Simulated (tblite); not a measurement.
Compound: C₇H₆N₂S.
Atom-mapped SMILES: `[CH:1]#[C:2][c:3]1[cH:4][n:5][n:6][cH:7][c:8]1[S:9][CH3:10]` (hydrogens: H11 on C1; H12 on C4; H13 on C7; H14, H15, H16 on C10)

A start from a force field or distance geometry was refined with tblite 0.8.0, GFN2-xTB geometry optimisation, gas phase. Values at the start:

```tsv
coordinate	start
C1≡C2	1.206 Å
C1–H11	1.070 Å
C2–C3	1.424 Å
C3–C4	1.401 Å
C3–C8	1.374 Å
C4–N5	1.365 Å
C4–H12	1.092 Å
N5–N6	1.334 Å
N6–C7	1.351 Å
C7–C8	1.386 Å
C7–H13	1.095 Å
C8–S9	1.784 Å
S9–C10	1.797 Å
C10–H14	1.111 Å
C1–C2–C3	178.4°
C2–C3–C8	120.3°
C3–C4–N5	117.9°
C3–C8–S9	123.4°
C4–C3–C8	121.5°
N6–C7–C8	121.2°
C7–C8–S9	119.5°
C8–S9–C10	112.8°
```

Problem. How do these coordinates change at the GFN2-xTB level?

Solution. 
| coordinate | GFN2-xTB (Å or °) | change |
| --- | --- | --- |
| C4–N5 | 1.309 | -0.056 |
| N6–C7 | 1.307 | -0.044 |
| C8–S9 | 1.752 | -0.032 |
| N5–N6 | 1.306 | -0.028 |
| C10–H14 | 1.085 | -0.026 |
| C7–C8 | 1.410 | +0.024 |
| C3–C8 | 1.397 | +0.023 |
| C1–H11 | 1.049 | -0.021 |
| S9–C10 | 1.816 | +0.019 |
| C7–H13 | 1.081 | -0.014 |
| C2–C3 | 1.412 | -0.012 |
| C4–H12 | 1.081 | -0.011 |
| C3–C4 | 1.411 | +0.010 |
| C1≡C2 | 1.202 | -0.004 |
| C2–C3–C8 | 127.5 | +7.2 |
| C3–C4–N5 | 124.3 | +6.4 |
| C3–C8–S9 | 129.7 | +6.3 |
| C1–C2–C3 | 172.1 | -6.3 |
| C8–S9–C10 | 107.0 | -5.8 |
| C4–C3–C8 | 115.7 | -5.8 |
| C7–C8–S9 | 114.7 | -4.8 |
| N6–C7–C8 | 124.2 | +3.0 |

The energy falls by 13.7 kcal/mol over 180 L-BFGS steps, the largest force on an atom goes from 2.58 to 0.007 eV/Å, and the atoms move by 0.876 Å rms after alignment. The bond that changes most is C4–N5 (aromatic CH next to a ring nitrogen to pyridine-type nitrogen), which shortens by 0.056 Å. Bonds longer at the end by more than 0.005 Å: 4 of 16; shorter: 11. Among the dihedrals that turn most is C7–C8–S9–C10, from 90° to 177°. Rotational constants go from 1630, 1040, 684.8 to 1702, 1096, 669.8 MHz.

Hardware: Arm Neoverse V1, one thread, no GPU (shared host). Cost: 1.4 s.

Its lowest GFN2-xTB frequency is 14 cm⁻¹, too small to tell a flat minimum from a shallow saddle. The numbers are those of one conformer. 3 starts were optimised and ended at 0.00, 0.02 and 0.02 kcal/mol (GFN2-xTB); the lowest of these is shown.

All values are computed, not measured.
